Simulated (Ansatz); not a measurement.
Gas-phase electronic energies from Ansatz, PBE0-D4/def2-TZVP geometries. CBS: MP2 limit from def2 TZ/QZ plus the TZ coupled-cluster correction, frozen cores. Functionals use def2-TZVPP. For Ge outer-core shells are correlated without core-valence functions, which leaves a few kJ/mol of doubt a bond. Scalar relativity is left out up to krypton. One conformer a species, not always the lowest.

`C[SiH](C)N(C(C)(C)C)[Si](C)(C)C` + `N#[C][GeH3]` → `C[SiH](C)C#N` + `CC(C)(C)[N]([GeH3])[Si](C)(C)C`  (redistribution)

CCSD(T)/CBS gives +2.4 kcal/mol.

(1) Another level gave +1.3 kcal/mol. Which?
A. r2SCAN0/def2-TZVPP
B. PBE/def2-TZVPP
C. revPBE/def2-TZVPP
D. ωB97M-V/def2-TZVPP

Largest T1 diagnostic among the species: 0.013.

## Answers

(1) B. PBE 1.3, ωB97M-V 3.9, r2SCAN0 2.2, revPBE 0.0 kcal/mol.

Leaving LDA and LC-ωPBE aside and taking each functional with its dispersion term where it has one, the values, not all of them listed here, spread over 2.3 kcal/mol, from B2PLYP to ωB97M-V. LDA lies +2.4 kcal/mol from PBE without D4. From BLYP to BHLYP (50 % exact exchange), in def2-TZVPP and without D4, ΔE moves by +1.3 kcal/mol.
